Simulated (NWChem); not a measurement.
Species: BHCl2; SMILES ClBCl

```xyz
4

B      0.0000     0.0000    -0.7033
H      0.0000     0.0000    -1.9032
Cl     1.5101     0.0000     0.1594
Cl    -1.5101     0.0000     0.1594
```
Atoms are numbered in this order, from 1.

The geometry was optimised at PBE0/def2-SVP.

Symmetry labels are those of C2v in the frame above (b1 and b2, or b-type labels, depend on it).

Question: List the 4 lowest vertical singlet excitations from PBE/def2-SVPD, TDA (NWChem).

Answer: 
```csv
state,energy (eV),oscillator strength,symmetry,leading excitation (squared amplitude)
S1,5.26,0.000,a2,HOMO−1 → LUMO (1.00)
S2,5.27,0.001,b2,HOMO → LUMO (1.00)
S3,6.59,0.169,b1,HOMO−2 → LUMO (0.90)
S4,7.77,0.020,a1,HOMO−3 → LUMO (0.77)
```
